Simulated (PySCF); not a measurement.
SiCl₃I, SMILES Cl[Si](Cl)(Cl)I. Atoms are numbered in the order given.

```xyz
5

Cl     1.6603    -0.9586     1.4838
Si     0.0000     0.0000     0.7826
Cl    -1.6603    -0.9586     1.4838
Cl     0.0000     1.9171     1.4838
I      0.0000     0.0000    -1.6345
```
Charge 0, spin multiplicity 1.

The structure is a stationary point at PBE0-D3(BJ)/def2-SVP. The def2 effective core potentials stand for the cores of I; spin–orbit coupling is left out.

Method: PySCF with TDDFT-PBE/def2-SVPD.

Vertical excitations; the highest root listed may be one member of a degenerate set. The molecule is in vacuum. State labels are in the subgroup Cs.

```tsv
state	symmetry	energy (eV)	λ (nm)	f	main pairs
S1	A"	4.69	264	0.004	HOMO→LUMO (degenerate set)
S2	A'	4.69	264	0.004	HOMO−1→LUMO (degenerate set)
S3	A"	5.60	222	0.000	HOMO−2→LUMO 100 %
S4	A'	6.08	204	0.018	HOMO−3→LUMO 69 %, HOMO−1→LUMO+2 15 %, HOMO→LUMO+1 15 %
S5	A'	6.08	204	0.003	HOMO−4→LUMO (degenerate set)
S6	A"	6.08	204	0.003	HOMO−5→LUMO (degenerate set)
S7	A"	6.18	201	0.000	HOMO−1→LUMO+1 50 %, HOMO→LUMO+2 50 %
S8	A"	6.23	199	0.000	HOMO→LUMO+2, HOMO−1→LUMO+1 (degenerate set)
S9	A'	6.24	199	0.000	HOMO→LUMO+1, HOMO−1→LUMO+2 (degenerate set)
S10	A"	6.29	197	0.003	HOMO→LUMO+3 92 %
T1	A'	4.29	289	0	HOMO−1→LUMO (degenerate set)
T2	A"	4.29	289	0	HOMO→LUMO (degenerate set)
T3	A"	5.41	229	0	HOMO−2→LUMO 100 %
T4	A'	5.54	224	0	HOMO−3→LUMO 93 %
```
Triplets are in the Tamm–Dancoff approximation, which puts them higher than full response would, so one can lie above its singlet here.
